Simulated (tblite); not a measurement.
Compound: C4H7F2O (charge -1).
Bonds: C1–C2, C2–C3, C3–F4, C3–F5, C3–C6, C6–O7. Hydrogens: H8, H9, H10 on C1; H11, H12 on C2; H13, H14 on C6.

Computed with GFN2-xTB (tblite), gas phase: Langevin dynamics at 400 K from the optimised GFN2-xTB geometry, time step 0.5 fs, friction 0.01 fs⁻¹, 2000 steps. The instantaneous temperature is 2·E(kin)/(3Nk) with all 3N coordinates.

```json
{"t (fs)": "0", "T (K)": "310", "E(pot) above start (eV)": "0.000", "C1–C2 (Å)": "1.522", "C2–C3 (Å)": "1.516", "C3–F4 (Å)": "1.380", "C3–F5 (Å)": "1.392", "C3–C6 (Å)": "1.583", "C1–H8 (Å)": "1.090", "C1–C2–C3–F4 (°)": "42"}
{"t (fs)": "25", "T (K)": "266", "E(pot) above start (eV)": "0.366", "C1–C2 (Å)": "1.512", "C2–C3 (Å)": "1.552", "C3–F4 (Å)": "1.381", "C3–F5 (Å)": "1.455", "C3–C6 (Å)": "1.588", "C1–H8 (Å)": "1.040", "C1–C2–C3–F4 (°)": "45"}
{"t (fs)": "50", "T (K)": "266", "E(pot) above start (eV)": "0.340", "C1–C2 (Å)": "1.508", "C2–C3 (Å)": "1.506", "C3–F4 (Å)": "1.405", "C3–F5 (Å)": "1.346", "C3–C6 (Å)": "1.607", "C1–H8 (Å)": "1.050", "C1–C2–C3–F4 (°)": "50"}
{"t (fs)": "75", "T (K)": "259", "E(pot) above start (eV)": "0.330", "C1–C2 (Å)": "1.494", "C2–C3 (Å)": "1.500", "C3–F4 (Å)": "1.364", "C3–F5 (Å)": "1.433", "C3–C6 (Å)": "1.637", "C1–H8 (Å)": "1.128", "C1–C2–C3–F4 (°)": "55"}
{"t (fs)": "100", "T (K)": "173", "E(pot) above start (eV)": "0.498", "C1–C2 (Å)": "1.546", "C2–C3 (Å)": "1.550", "C3–F4 (Å)": "1.358", "C3–F5 (Å)": "1.435", "C3–C6 (Å)": "1.550", "C1–H8 (Å)": "1.189", "C1–C2–C3–F4 (°)": "53"}
{"t (fs)": "125", "T (K)": "357", "E(pot) above start (eV)": "0.409", "C1–C2 (Å)": "1.551", "C2–C3 (Å)": "1.475", "C3–F4 (Å)": "1.448", "C3–F5 (Å)": "1.350", "C3–C6 (Å)": "1.571", "C1–H8 (Å)": "1.143", "C1–C2–C3–F4 (°)": "52"}
{"t (fs)": "150", "T (K)": "372", "E(pot) above start (eV)": "0.409", "C1–C2 (Å)": "1.560", "C2–C3 (Å)": "1.491", "C3–F4 (Å)": "1.394", "C3–F5 (Å)": "1.455", "C3–C6 (Å)": "1.643", "C1–H8 (Å)": "1.057", "C1–C2–C3–F4 (°)": "42"}
{"t (fs)": "175", "T (K)": "326", "E(pot) above start (eV)": "0.550", "C1–C2 (Å)": "1.526", "C2–C3 (Å)": "1.453", "C3–F4 (Å)": "1.399", "C3–F5 (Å)": "1.444", "C3–C6 (Å)": "1.543", "C1–H8 (Å)": "1.000", "C1–C2–C3–F4 (°)": "36"}
{"t (fs)": "200", "T (K)": "411", "E(pot) above start (eV)": "0.368", "C1–C2 (Å)": "1.536", "C2–C3 (Å)": "1.531", "C3–F4 (Å)": "1.438", "C3–F5 (Å)": "1.382", "C3–C6 (Å)": "1.621", "C1–H8 (Å)": "1.083", "C1–C2–C3–F4 (°)": "35"}
{"t (fs)": "225", "T (K)": "343", "E(pot) above start (eV)": "0.451", "C1–C2 (Å)": "1.527", "C2–C3 (Å)": "1.514", "C3–F4 (Å)": "1.338", "C3–F5 (Å)": "1.369", "C3–C6 (Å)": "1.614", "C1–H8 (Å)": "1.167", "C1–C2–C3–F4 (°)": "13"}
{"t (fs)": "250", "T (K)": "309", "E(pot) above start (eV)": "0.381", "C1–C2 (Å)": "1.591", "C2–C3 (Å)": "1.561", "C3–F4 (Å)": "1.368", "C3–F5 (Å)": "1.398", "C3–C6 (Å)": "1.609", "C1–H8 (Å)": "1.149", "C1–C2–C3–F4 (°)": "0"}
{"t (fs)": "275", "T (K)": "341", "E(pot) above start (eV)": "0.462", "C1–C2 (Å)": "1.550", "C2–C3 (Å)": "1.500", "C3–F4 (Å)": "1.371", "C3–F5 (Å)": "1.405", "C3–C6 (Å)": "1.602", "C1–H8 (Å)": "1.056", "C1–C2–C3–F4 (°)": "2"}
{"t (fs)": "300", "T (K)": "288", "E(pot) above start (eV)": "0.606", "C1–C2 (Å)": "1.460", "C2–C3 (Å)": "1.522", "C3–F4 (Å)": "1.412", "C3–F5 (Å)": "1.386", "C3–C6 (Å)": "1.548", "C1–H8 (Å)": "1.036", "C1–C2–C3–F4 (°)": "-2"}
{"t (fs)": "325", "T (K)": "316", "E(pot) above start (eV)": "0.599", "C1–C2 (Å)": "1.467", "C2–C3 (Å)": "1.543", "C3–F4 (Å)": "1.361", "C3–F5 (Å)": "1.460", "C3–C6 (Å)": "1.563", "C1–H8 (Å)": "1.124", "C1–C2–C3–F4 (°)": "-12"}
{"t (fs)": "350", "T (K)": "269", "E(pot) above start (eV)": "0.839", "C1–C2 (Å)": "1.524", "C2–C3 (Å)": "1.551", "C3–F4 (Å)": "1.393", "C3–F5 (Å)": "1.296", "C3–C6 (Å)": "1.711", "C1–H8 (Å)": "1.151", "C1–C2–C3–F4 (°)": "-16"}
{"t (fs)": "375", "T (K)": "490", "E(pot) above start (eV)": "0.516", "C1–C2 (Å)": "1.559", "C2–C3 (Å)": "1.568", "C3–F4 (Å)": "1.398", "C3–F5 (Å)": "1.410", "C3–C6 (Å)": "1.531", "C1–H8 (Å)": "1.062", "C1–C2–C3–F4 (°)": "-22"}
{"t (fs)": "400", "T (K)": "447", "E(pot) above start (eV)": "0.602", "C1–C2 (Å)": "1.541", "C2–C3 (Å)": "1.566", "C3–F4 (Å)": "1.381", "C3–F5 (Å)": "1.415", "C3–C6 (Å)": "1.521", "C1–H8 (Å)": "1.041", "C1–C2–C3–F4 (°)": "-27"}
{"t (fs)": "425", "T (K)": "439", "E(pot) above start (eV)": "0.812", "C1–C2 (Å)": "1.540", "C2–C3 (Å)": "1.614", "C3–F4 (Å)": "1.377", "C3–F5 (Å)": "1.287", "C3–C6 (Å)": "1.759", "C1–H8 (Å)": "1.158", "C1–C2–C3–F4 (°)": "-31"}
{"t (fs)": "450", "T (K)": "585", "E(pot) above start (eV)": "0.591", "C1–C2 (Å)": "1.513", "C2–C3 (Å)": "1.554", "C3–F4 (Å)": "1.364", "C3–F5 (Å)": "1.418", "C3–C6 (Å)": "1.672", "C1–H8 (Å)": "1.179", "C1–C2–C3–F4 (°)": "-43"}
{"t (fs)": "475", "T (K)": "352", "E(pot) above start (eV)": "0.896", "C1–C2 (Å)": "1.506", "C2–C3 (Å)": "1.531", "C3–F4 (Å)": "1.421", "C3–F5 (Å)": "1.461", "C3–C6 (Å)": "1.544", "C1–H8 (Å)": "1.064", "C1–C2–C3–F4 (°)": "-55"}
{"t (fs)": "500", "T (K)": "450", "E(pot) above start (eV)": "0.630", "C1–C2 (Å)": "1.507", "C2–C3 (Å)": "1.479", "C3–F4 (Å)": "1.484", "C3–F5 (Å)": "1.375", "C3–C6 (Å)": "1.640", "C1–H8 (Å)": "1.041", "C1–C2–C3–F4 (°)": "-72"}
{"t (fs)": "525", "T (K)": "312", "E(pot) above start (eV)": "0.793", "C1–C2 (Å)": "1.546", "C2–C3 (Å)": "1.528", "C3–F4 (Å)": "1.370", "C3–F5 (Å)": "1.408", "C3–C6 (Å)": "1.729", "C1–H8 (Å)": "1.098", "C1–C2–C3–F4 (°)": "-82"}
{"t (fs)": "550", "T (K)": "259", "E(pot) above start (eV)": "0.924", "C1–C2 (Å)": "1.543", "C2–C3 (Å)": "1.597", "C3–F4 (Å)": "1.368", "C3–F5 (Å)": "1.340", "C3–C6 (Å)": "1.496", "C1–H8 (Å)": "1.141", "C1–C2–C3–F4 (°)": "-80"}
{"t (fs)": "575", "T (K)": "459", "E(pot) above start (eV)": "0.630", "C1–C2 (Å)": "1.476", "C2–C3 (Å)": "1.555", "C3–F4 (Å)": "1.379", "C3–F5 (Å)": "1.386", "C3–C6 (Å)": "1.635", "C1–H8 (Å)": "1.060", "C1–C2–C3–F4 (°)": "-81"}
{"t (fs)": "600", "T (K)": "508", "E(pot) above start (eV)": "0.735", "C1–C2 (Å)": "1.524", "C2–C3 (Å)": "1.574", "C3–F4 (Å)": "1.452", "C3–F5 (Å)": "1.367", "C3–C6 (Å)": "1.720", "C1–H8 (Å)": "1.093", "C1–C2–C3–F4 (°)": "-79"}
{"t (fs)": "625", "T (K)": "503", "E(pot) above start (eV)": "0.433", "C1–C2 (Å)": "1.552", "C2–C3 (Å)": "1.574", "C3–F4 (Å)": "1.341", "C3–F5 (Å)": "1.425", "C3–C6 (Å)": "1.539", "C1–H8 (Å)": "1.119", "C1–C2–C3–F4 (°)": "-60"}
{"t (fs)": "650", "T (K)": "425", "E(pot) above start (eV)": "0.512", "C1–C2 (Å)": "1.516", "C2–C3 (Å)": "1.558", "C3–F4 (Å)": "1.394", "C3–F5 (Å)": "1.452", "C3–C6 (Å)": "1.612", "C1–H8 (Å)": "1.085", "C1–C2–C3–F4 (°)": "-39"}
{"t (fs)": "675", "T (K)": "354", "E(pot) above start (eV)": "0.464", "C1–C2 (Å)": "1.557", "C2–C3 (Å)": "1.486", "C3–F4 (Å)": "1.408", "C3–F5 (Å)": "1.371", "C3–C6 (Å)": "1.653", "C1–H8 (Å)": "1.083", "C1–C2–C3–F4 (°)": "-26"}
{"t (fs)": "700", "T (K)": "206", "E(pot) above start (eV)": "0.751", "C1–C2 (Å)": "1.585", "C2–C3 (Å)": "1.527", "C3–F4 (Å)": "1.397", "C3–F5 (Å)": "1.419", "C3–C6 (Å)": "1.617", "C1–H8 (Å)": "1.094", "C1–C2–C3–F4 (°)": "-21"}
{"t (fs)": "725", "T (K)": "341", "E(pot) above start (eV)": "0.714", "C1–C2 (Å)": "1.542", "C2–C3 (Å)": "1.537", "C3–F4 (Å)": "1.367", "C3–F5 (Å)": "1.452", "C3–C6 (Å)": "1.530", "C1–H8 (Å)": "1.120", "C1–C2–C3–F4 (°)": "-18"}
{"t (fs)": "750", "T (K)": "472", "E(pot) above start (eV)": "0.906", "C1–C2 (Å)": "1.460", "C2–C3 (Å)": "1.610", "C3–F4 (Å)": "1.389", "C3–F5 (Å)": "1.398", "C3–C6 (Å)": "1.706", "C1–H8 (Å)": "1.105", "C1–C2–C3–F4 (°)": "-31"}
{"t (fs)": "775", "T (K)": "430", "E(pot) above start (eV)": "0.520", "C1–C2 (Å)": "1.489", "C2–C3 (Å)": "1.530", "C3–F4 (Å)": "1.392", "C3–F5 (Å)": "1.400", "C3–C6 (Å)": "1.580", "C1–H8 (Å)": "1.083", "C1–C2–C3–F4 (°)": "-41"}
{"t (fs)": "800", "T (K)": "416", "E(pot) above start (eV)": "0.579", "C1–C2 (Å)": "1.541", "C2–C3 (Å)": "1.546", "C3–F4 (Å)": "1.386", "C3–F5 (Å)": "1.457", "C3–C6 (Å)": "1.576", "C1–H8 (Å)": "1.078", "C1–C2–C3–F4 (°)": "-24"}
{"t (fs)": "825", "T (K)": "410", "E(pot) above start (eV)": "0.524", "C1–C2 (Å)": "1.510", "C2–C3 (Å)": "1.487", "C3–F4 (Å)": "1.355", "C3–F5 (Å)": "1.357", "C3–C6 (Å)": "1.615", "C1–H8 (Å)": "1.096", "C1–C2–C3–F4 (°)": "-13"}
{"t (fs)": "850", "T (K)": "328", "E(pot) above start (eV)": "0.773", "C1–C2 (Å)": "1.488", "C2–C3 (Å)": "1.500", "C3–F4 (Å)": "1.387", "C3–F5 (Å)": "1.430", "C3–C6 (Å)": "1.641", "C1–H8 (Å)": "1.087", "C1–C2–C3–F4 (°)": "-20"}
{"t (fs)": "875", "T (K)": "267", "E(pot) above start (eV)": "0.850", "C1–C2 (Å)": "1.518", "C2–C3 (Å)": "1.536", "C3–F4 (Å)": "1.445", "C3–F5 (Å)": "1.400", "C3–C6 (Å)": "1.524", "C1–H8 (Å)": "1.086", "C1–C2–C3–F4 (°)": "-12"}
{"t (fs)": "900", "T (K)": "398", "E(pot) above start (eV)": "0.604", "C1–C2 (Å)": "1.503", "C2–C3 (Å)": "1.521", "C3–F4 (Å)": "1.376", "C3–F5 (Å)": "1.411", "C3–C6 (Å)": "1.513", "C1–H8 (Å)": "1.074", "C1–C2–C3–F4 (°)": "-12"}
{"t (fs)": "925", "T (K)": "263", "E(pot) above start (eV)": "0.812", "C1–C2 (Å)": "1.499", "C2–C3 (Å)": "1.512", "C3–F4 (Å)": "1.407", "C3–F5 (Å)": "1.367", "C3–C6 (Å)": "1.692", "C1–H8 (Å)": "1.093", "C1–C2–C3–F4 (°)": "-14"}
{"t (fs)": "950", "T (K)": "428", "E(pot) above start (eV)": "0.780", "C1–C2 (Å)": "1.554", "C2–C3 (Å)": "1.527", "C3–F4 (Å)": "1.386", "C3–F5 (Å)": "1.436", "C3–C6 (Å)": "1.560", "C1–H8 (Å)": "1.128", "C1–C2–C3–F4 (°)": "-18"}
{"t (fs)": "975", "T (K)": "289", "E(pot) above start (eV)": "0.892", "C1–C2 (Å)": "1.576", "C2–C3 (Å)": "1.561", "C3–F4 (Å)": "1.349", "C3–F5 (Å)": "1.437", "C3–C6 (Å)": "1.627", "C1–H8 (Å)": "1.044", "C1–C2–C3–F4 (°)": "-7"}
{"t (fs)": "1000", "T (K)": "307", "E(pot) above start (eV)": "0.790", "C1–C2 (Å)": "1.570", "C2–C3 (Å)": "1.523", "C3–F4 (Å)": "1.369", "C3–F5 (Å)": "1.384", "C3–C6 (Å)": "1.633", "C1–H8 (Å)": "1.064", "C1–C2–C3–F4 (°)": "-15"}
```

Problem. From 500 fs on, how do temperature and potential energy compare with equipartition?

Solution. The mean temperature of these 21 frames is 373 K against the target 400 K, and the mean potential energy 0.70 eV against 36 × kT/2 = 0.62 eV for 36 classical harmonic modes. For 14 atoms in a canonical ensemble the temperature itself scatters by T·√(2/(3N)) = 87 K; here its standard deviation is 86 K. The whole run lasts only 10 friction times of 100 fs, so these averages carry a wide statistical error.

Problem. What are the kinetic and total energies of the listed frame with the highest potential energy?

Solution. The one at 550 fs, 0.924 eV above the start. Its kinetic energy is 3NkT/2 = 0.468 eV at 259 K, so the sum is 1.39 eV; over the listed frames the sum runs from 0.56 to 1.76 eV, since the thermostat adds and removes energy.

Problem. How much do the listed bonds fluctuate from 500 fs on?

Solution. 
```json
{"bond": "C1–C2", "at the start (Å)": "1.522", "mean (Å)": "1.526", "standard deviation (Å)": "0.033"}
{"bond": "C2–C3", "at the start (Å)": "1.516", "mean (Å)": "1.536", "standard deviation (Å)": "0.034"}
{"bond": "C3–F4", "at the start (Å)": "1.380", "mean (Å)": "1.391", "standard deviation (Å)": "0.034"}
{"bond": "C3–F5", "at the start (Å)": "1.392", "mean (Å)": "1.403", "standard deviation (Å)": "0.033"}
{"bond": "C3–C6", "at the start (Å)": "1.583", "mean (Å)": "1.611", "standard deviation (Å)": "0.067"}
{"bond": "C1–H8", "at the start (Å)": "1.090", "mean (Å)": "1.089", "standard deviation (Å)": "0.025"}
```

The motion is classical and holds no zero-point motion.

The cost below is that of the whole dynamics run. Hardware: an Arm Neoverse V1 with one thread, no GPU (shared host). Cost: 9.0 s of wall time, 0.18 GiB resident at most.
